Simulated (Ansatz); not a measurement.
An input meant for the cluster Cu₂Te₈ (charge 0, triplet; atoms displaced at random, 0.15 Å in each coordinate).

```yaml
crystal:
  periodic: [false, false, false]
  atoms:
    - {symbol: Cu, position_ang: [0.428552, 1.160900, 1.189746]}
    - {symbol: Cu, position_ang: [-0.710594, 0.038635, -1.205086]}
    - {symbol: Te, position_ang: [1.347111, 3.009239, -0.267770]}
    - {symbol: Te, position_ang: [1.333476, 0.621086, -2.402173]}
    - {symbol: Te, position_ang: [-0.271537, -2.268026, 0.004868]}
    - {symbol: Te, position_ang: [-1.842394, -2.210926, 2.162754]}
    - {symbol: Te, position_ang: [3.214791, -0.930177, -1.465092]}
    - {symbol: Te, position_ang: [-3.064971, 1.071321, -0.600761]}
    - {symbol: Te, position_ang: [1.772489, -1.325129, 1.110950]}
    - {symbol: Te, position_ang: [-2.014751, 0.690255, 1.941260]}
basis:
  gaussian: {orbitals: def2-mTZVPP}
magnetization: {spin_polarized: true, initial_magnetization: 2}
hamiltonian: {xc: {name: M06-2X}}
scf: {lower_state_search: full}
output: {forces: true}
```

```sh
$ ansatz run in.yaml --threads 4 --pin off --events-out ev --progress --plain --max-ram 6963MiB
```

Shortened log:

```
Error: YAML parse error: error: line 17 column 19: hamiltonian.xc: no functional is named "M06-2X"; the names, which are not case-sensitive, are SVWN5, SPW92, PBE, PBE0, PBEsol, revPBE, revPBE0, RPBE, rPW86-PBE, HSE06, wPBEh, LC-wPBE, HISS, HF, BLYP, B3LYP, B3LYP5, BHLYP, CAM-B3LYP, r2SCAN, r2SCANh, r2SCAN0, r2SCAN50, m-r2SCAN, B97, wB97, wB97X, wB97X-V, B97M-V, wB97M-V, B2PLYP, B2GP-PLYP, PBE0-DH, PBE-QIDH
15 |   gaussian: {orbitals: def2-mTZVPP}
16 | magnetization: {spin_polarized: true, initial_magnetization: 2}
17 | hamiltonian: {xc: {name: M06-2X}}
18 | scf: {lower_state_search: full}
19 | output: {forces: true}
```

(1) What is wrong with this run?

## Answers

(1) The method's name isn't one that the program takes here. The program refused the input.
